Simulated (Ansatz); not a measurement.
Harmonic frequencies (cm⁻¹) at PBE0-D4/def2-TZVP from Ansatz: 50, 124, 360, 402, 495, 510, 579, 658, 671, 713, 725, 768, 776, 806, 851, 918, 945, 968, 978, 1004, 1088, 1237, 1284, 1395, 1475, 2200, 2214, 2220, 2240, 3021, 3092, 3096, 3149.

(1) Which molecule is it?
A. `C1O[SiH2]C[SiH2]1`
B. `O/C([SiH3])=C/[SiH3]`
C. `CC1(O)[SiH2][SiH2]1`
D. `C[SiH2]C(=O)[SiH3]`

Answers

(1) A.
